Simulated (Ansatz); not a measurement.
Input file for Ansatz (a first-principles code): R-PBE0/def2-TZVPP on BrGaH2O2 (SMILES [OH][Ga]([OH])[Br]), a point of a torsion scan.

Ansatz 0.2 input:
```yaml
crystal:
  periodic: [false, false, false]
  atoms:
    - {symbol: O, position_ang: [-0.97090163, -1.09215457, 0.34907968]}
    - {symbol: Ga, position_ang: [0.01396663, 0.27813549, -0.04794205]}
    - {symbol: O, position_ang: [1.70728452, 0.29223437, 0.31963508]}
    - {symbol: Br, position_ang: [-0.87500122, 2.23958259, -0.71304899]}
    - {symbol: H, position_ang: [-1.59708798, -1.57673447, -0.18313183]}
    - {symbol: H, position_ang: [2.14479817, -0.47860503, 0.67963084]}
basis:
  gaussian:
    orbitals: def2-TZVPP
hamiltonian:
  xc: {name: PBE0}
scf: {lower_state_search: off}
```

Output:

```
WARN ansatz: RAYON_NUM_THREADS=1 ignored (pool sized by the plan → 1); use --threads N
Functional definition: PBE0
these checks for a lower state are left out or cut short: stability, starts, cluster_reference, orbital_swaps, neighbouring_geometries, increment
integrals: 0.12 GiB planned
1246 factors; their error is unknown
mean field: 1.07 GiB planned
mean field evaluation 1: about -126525.7391 eV, gradient 8.2e1 eV
mean field evaluation 2: about -126496.0557 eV, gradient 1.5e2 eV
mean field evaluation 4: about -126536.0051 eV, gradient 5.0e0 eV
mean field evaluation 8: about -126536.6745 eV, gradient 4.3e-1 eV
mean field evaluation 16: about -126536.6747 eV, gradient 1.7e-5 eV
mean field -126536.67469712 eV, -4650.1370254805 hartree, gradient 4.7e-6 eV, S^2 0.000000; 0 other end points of the search recorded, 0 dependent functions left out
reference -126536.67472454 eV, -4650.1370264881 hartree; 42, 42 occupied and 144, 144 virtual orbitals, 1246 factors
Total energy: -126536.67472454 eV, -4650.1370264881 hartree
Checks for a lower state left out: stability, starts, cluster_reference, orbital_swaps, neighbouring_geometries, increment
```

Self-consistency was reached.

Cost: around 5 core-seconds (rough).
